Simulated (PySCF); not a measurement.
# The third ionisation energy along group 15

Calculated with PySCF 2.14 from differences of total energies of unrestricted determinants, without spin-orbit coupling. Values in eV. The last column holds reference values (NIST; (s) semi-empirical, (t) theoretical, else measured). Unmarked ones compare directly (S terms, centres of terms, or small fine structure); those marked * lie between the lowest fine-structure levels and include a spin-orbit shift.

| element | configurations | UHF | CCSD (valence) | LDA | PBE | PBE0 | r2SCAN | reference |
| --- | --- | --- | --- | --- | --- | --- | --- | --- |
| N (dyall-av2z, non-relativistic) | [He] 2s2 2p1 → [He] 2s2 | 47.275 | 47.086 | 47.860 | 48.012 | 47.994 | 48.198 | 47.445 (s) * |
| P (dyall-av2z, non-relativistic) | [Ne] 3s2 3p1 → [Ne] 3s2 | 29.503 | 29.797 | 30.143 | 30.185 | 30.201 | 30.288 | 30.203 * |
| As (dyall-av2z, non-relativistic) | [Ar] 3d10 4s2 4p1 → [Ar] 3d10 4s2 | 27.373 | 27.645 | 28.153 | 27.998 | 28.022 | 28.206 | 28.349 ± 0.012 * |
| Sb (dyall-av2z, non-relativistic) | [Kr] 4d10 5s2 5p1 → [Kr] 4d10 5s2 | 23.986 | 24.217 | 24.793 | 24.573 | 24.604 | 24.714 | 25.323 * |

"Valence" correlates the outer s and p shells and, in groups 3 to 12 and the f block, the outer d or f shell, open or full, or the next shell where the ion has no valence electron left; the wider scheme adds the next inner shell.
